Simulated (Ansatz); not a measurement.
**Nudged elastic band run: AlBH$_{5}$OS, charge +1**

input.yaml

```yaml
crystal:
  periodic: [false, false, false]
  atoms:
    - { symbol: B, position_ang: [1.646785, 1.80933, -0.367564] }
    - { symbol: Al, position_ang: [0.540384, 0.001628, -0.554088] }
    - { symbol: O, position_ang: [-0.972168, -0.041044, 0.49215] }
    - { symbol: S, position_ang: [-2.128099, -1.099008, 0.673188] }
    - { symbol: H, position_ang: [1.416545, 2.733876, -1.08292] }
    - { symbol: H, position_ang: [2.505527, 1.914313, 0.451683] }
    - { symbol: H, position_ang: [0.516922, -1.400089, -1.294247] }
    - { symbol: H, position_ang: [-1.765374, -1.767358, 1.806614] }
    - { symbol: H, position_ang: [-1.760512, -2.151647, -0.124827] }
total_charge: 1
basis:
  gaussian: { orbitals: "6-31G*" }
hamiltonian:
  xc: b3lyp
neb:
  order_check: false
  images: 9
  f_tol: 0.05
  max_iterations: 42
  initial_path: idpp
  optimiser: lbfgs
  climbing: immediate
  final_atoms:
    - { symbol: B, position_ang: [1.56856373, 1.83407477, -0.36248841] }
    - { symbol: Al, position_ang: [0.81577868, -0.1370131, -0.63460163] }
    - { symbol: O, position_ang: [-0.72467863, -0.38356361, 0.35994041] }
    - { symbol: S, position_ang: [-1.63681318, -1.67384319, 0.47489664] }
    - { symbol: H, position_ang: [1.21024592, 2.72540852, -1.06794953] }
    - { symbol: H, position_ang: [2.35986318, 2.07100147, 0.49658494] }
    - { symbol: H, position_ang: [1.09874712, -1.48927368, -1.39729809] }
    - { symbol: H, position_ang: [-1.80356037, -1.78933195, 1.82359764] }
    - { symbol: H, position_ang: [-2.88813644, -1.15745824, 0.30730702] }
```

Run as:

```bash
$ ansatz run input.yaml --threads 1 --pin off --max-ram 2048MiB --backend cpu --events-out ev --progress --plain --runs-dir out
```

Output, in part (warnings, iteration lines, the closing report on the highest movable image, with atoms numbered from 0):

```
NEB end point (image 0): max|allowed force component| = 1.091e-2 eV/Å (the criterion of neb.relax_end_points is 1.000e-2)
NEB end point (image 10): max|allowed force component| = 1.120e-2 eV/Å (the criterion of neb.relax_end_points is 1.000e-2)
NEB iter   1: max|band force component| = 2.925e0 eV/Å  barrier→ = 1.9007 eV  barrier← = 1.9196 eV  CI = image 5  Δτ_max = 0.0503 Å  (272 SCF iters)
NEB iter   2: max|band force component| = 1.217e0 eV/Å  barrier→ = 1.7736 eV  barrier← = 1.7925 eV  CI = image 5  Δτ_max = 0.0442 Å  (253 SCF iters)
NEB iter   3: max|band force component| = 8.806e-1 eV/Å  barrier→ = 1.7164 eV  barrier← = 1.7353 eV  CI = image 5  Δτ_max = 0.0524 Å  (250 SCF iters)
NEB iter   4: max|band force component| = 1.246e0 eV/Å  barrier→ = 1.7294 eV  barrier← = 1.7483 eV  CI = image 5  Δτ_max = 0.0218 Å  (241 SCF iters)
NEB iter   5: max|band force component| = 4.222e-1 eV/Å  barrier→ = 1.6979 eV  barrier← = 1.7168 eV  CI = image 5  Δτ_max = 0.0132 Å  (220 SCF iters)
NEB iter   6: max|band force component| = 6.759e-1 eV/Å  barrier→ = 1.7006 eV  barrier← = 1.7195 eV  CI = image 5  Δτ_max = 0.0120 Å  (214 SCF iters)
NEB iter   7: max|band force component| = 2.460e-1 eV/Å  barrier→ = 1.6940 eV  barrier← = 1.7129 eV  CI = image 5  Δτ_max = 0.0102 Å  (200 SCF iters)
NEB iter   8: max|band force component| = 4.893e-1 eV/Å  barrier→ = 1.6973 eV  barrier← = 1.7162 eV  CI = image 5  Δτ_max = 0.0088 Å  (204 SCF iters)
NEB iter   9: max|band force component| = 1.935e-1 eV/Å  barrier→ = 1.6928 eV  barrier← = 1.7117 eV  CI = image 5  Δτ_max = 0.0077 Å  (198 SCF iters)
NEB iter  10: max|band force component| = 4.240e-1 eV/Å  barrier→ = 1.6949 eV  barrier← = 1.7137 eV  CI = image 5  Δτ_max = 0.0076 Å  (206 SCF iters)
NEB iter  11: max|band force component| = 1.375e-1 eV/Å  barrier→ = 1.6923 eV  barrier← = 1.7112 eV  CI = image 5  Δτ_max = 0.0058 Å  (195 SCF iters)
NEB iter  12: max|band force component| = 2.990e-1 eV/Å  barrier→ = 1.6936 eV  barrier← = 1.7125 eV  CI = image 5  Δτ_max = 0.0053 Å  (196 SCF iters)
NEB iter  13: max|band force component| = 1.131e-1 eV/Å  barrier→ = 1.6920 eV  barrier← = 1.7108 eV  CI = image 5  Δτ_max = 0.0052 Å  (190 SCF iters)
NEB iter  14: max|band force component| = 2.945e-1 eV/Å  barrier→ = 1.6930 eV  barrier← = 1.7119 eV  CI = image 5  Δτ_max = 0.0053 Å  (197 SCF iters)
NEB iter  15: max|band force component| = 1.039e-1 eV/Å  barrier→ = 1.6917 eV  barrier← = 1.7106 eV  CI = image 5  Δτ_max = 0.0043 Å  (191 SCF iters)
NEB iter  16: max|band force component| = 2.037e-1 eV/Å  barrier→ = 1.6923 eV  barrier← = 1.7112 eV  CI = image 5  Δτ_max = 0.0036 Å  (188 SCF iters)
NEB iter  17: max|band force component| = 9.638e-2 eV/Å  barrier→ = 1.6915 eV  barrier← = 1.7104 eV  CI = image 5  Δτ_max = 0.0045 Å  (188 SCF iters)
NEB iter  18: max|band force component| = 2.145e-1 eV/Å  barrier→ = 1.6921 eV  barrier← = 1.7109 eV  CI = image 5  Δτ_max = 0.0039 Å  (194 SCF iters)
NEB iter  19: max|band force component| = 8.965e-2 eV/Å  barrier→ = 1.6914 eV  barrier← = 1.7103 eV  CI = image 5  Δτ_max = 0.0035 Å  (183 SCF iters)
NEB iter  20: max|band force component| = 1.481e-1 eV/Å  barrier→ = 1.6917 eV  barrier← = 1.7105 eV  CI = image 5  Δτ_max = 0.0026 Å  (186 SCF iters)
NEB iter  21: max|band force component| = 8.369e-2 eV/Å  barrier→ = 1.6912 eV  barrier← = 1.7101 eV  CI = image 5  Δτ_max = 0.0038 Å  (177 SCF iters)
NEB iter  22: max|band force component| = 1.632e-1 eV/Å  barrier→ = 1.6915 eV  barrier← = 1.7104 eV  CI = image 5  Δτ_max = 0.0029 Å  (187 SCF iters)
NEB iter  23: max|band force component| = 7.793e-2 eV/Å  barrier→ = 1.6911 eV  barrier← = 1.7100 eV  CI = image 5  Δτ_max = 0.0030 Å  (179 SCF iters)
NEB iter  24: max|band force component| = 1.138e-1 eV/Å  barrier→ = 1.6912 eV  barrier← = 1.7101 eV  CI = image 5  Δτ_max = 0.0020 Å  (181 SCF iters)
NEB iter  25: max|band force component| = 7.300e-2 eV/Å  barrier→ = 1.6910 eV  barrier← = 1.7098 eV  CI = image 5  Δτ_max = 0.0033 Å  (180 SCF iters)
NEB iter  26: max|band force component| = 1.301e-1 eV/Å  barrier→ = 1.6911 eV  barrier← = 1.7100 eV  CI = image 5  Δτ_max = 0.0023 Å  (181 SCF iters)
NEB iter  27: max|band force component| = 6.809e-2 eV/Å  barrier→ = 1.6908 eV  barrier← = 1.7097 eV  CI = image 5  Δτ_max = 0.0026 Å  (176 SCF iters)
NEB iter  28: max|band force component| = 9.191e-2 eV/Å  barrier→ = 1.6909 eV  barrier← = 1.7098 eV  CI = image 5  Δτ_max = 0.0016 Å  (179 SCF iters)
NEB iter  29: max|band force component| = 6.396e-2 eV/Å  barrier→ = 1.6907 eV  barrier← = 1.7096 eV  CI = image 5  Δτ_max = 0.0029 Å  (174 SCF iters)
NEB iter  30: max|band force component| = 1.085e-1 eV/Å  barrier→ = 1.6908 eV  barrier← = 1.7097 eV  CI = image 5  Δτ_max = 0.0020 Å  (180 SCF iters)
NEB iter  31: max|band force component| = 5.980e-2 eV/Å  barrier→ = 1.6906 eV  barrier← = 1.7095 eV  CI = image 5  Δτ_max = 0.0022 Å  (178 SCF iters)
NEB iter  32: max|band force component| = 7.748e-2 eV/Å  barrier→ = 1.6906 eV  barrier← = 1.7095 eV  CI = image 5  Δτ_max = 0.0014 Å  (179 SCF iters)
NEB iter  33: max|band force component| = 5.632e-2 eV/Å  barrier→ = 1.6905 eV  barrier← = 1.7094 eV  CI = image 5  Δτ_max = 0.0025 Å  (173 SCF iters)
NEB iter  34: max|band force component| = 9.372e-2 eV/Å  barrier→ = 1.6905 eV  barrier← = 1.7094 eV  CI = image 5  Δτ_max = 0.0017 Å  (176 SCF iters)
NEB iter  35: max|band force component| = 5.278e-2 eV/Å  barrier→ = 1.6904 eV  barrier← = 1.7093 eV  CI = image 5  Δτ_max = 0.0020 Å  (172 SCF iters)
NEB iter  36: max|band force component| = 6.738e-2 eV/Å  barrier→ = 1.6904 eV  barrier← = 1.7093 eV  CI = image 5  Δτ_max = 0.0012 Å  (176 SCF iters)
NEB iter  37: max|band force component| = 4.984e-2 eV/Å  barrier→ = 1.6903 eV  barrier← = 1.7092 eV  CI = image 5  Δτ_max = 0.0000 Å  (411 SCF iters)
Total energy: -20226.59944546 eV, -743.3138195393 hartree
Atom 0 at     1.450715     1.992692    -0.334979 Å, force     0.003742     0.003590     0.000837 eV/Å
Atom 1 at     0.776367    -0.016338    -0.549612 Å, force    -0.004027     0.005035     0.007222 eV/Å
Atom 2 at    -0.837470    -0.146606     0.365496 Å, force    -0.009961     0.001773    -0.010346 eV/Å
Atom 3 at    -1.673912    -1.471436     0.660911 Å, force    -0.011484    -0.012560     0.000256 eV/Å
Atom 4 at     1.108160     2.832928    -1.106841 Å, force     0.008905     0.000610    -0.005205 eV/Å
Atom 5 at     2.166596     2.293906     0.568539 Å, force     0.008367     0.007389    -0.003727 eV/Å
Atom 6 at     1.084559    -1.416750    -1.207283 Å, force     0.010335     0.005447     0.011362 eV/Å
Atom 7 at    -1.720494    -1.959811     1.909194 Å, force     0.016107    -0.011637    -0.007686 eV/Å
Atom 8 at    -2.354511    -2.108584    -0.305437 Å, force    -0.021985     0.000353     0.007287 eV/Å
Dipole moment:    -0.389741    -0.688206     0.153379 e Å
```

The run converged. The order of the stationary point at the top wasn't checked. Limits of this set-up: the dipole of an ion depends on the origin.

Final band (atoms are numbered from 1 in the order of the input):

```
image  path coordinate (Å)  energy (eV)  height of S4 over the plane of its neighbours (Å)
    0                 0.00         0.00                                              -0.67
    1                 0.28         0.01                                              -0.66
    2                 0.57         0.02                                              -0.65
    3                 0.87         0.09                                              -0.60
    4                 1.16         0.88                                              -0.32
    5                 1.45         1.69                                               0.01
    6                 1.75         0.89                                               0.34
    7                 2.05         0.13                                               0.60
    8                 2.35         0.00                                               0.68
    9                 2.65        -0.01                                               0.68
   10                 2.94        -0.02                                               0.69
```

Time of the run: 29 min on 1 thread of Arm Neoverse N1, on a shared host, peak memory 0.16 GiB.
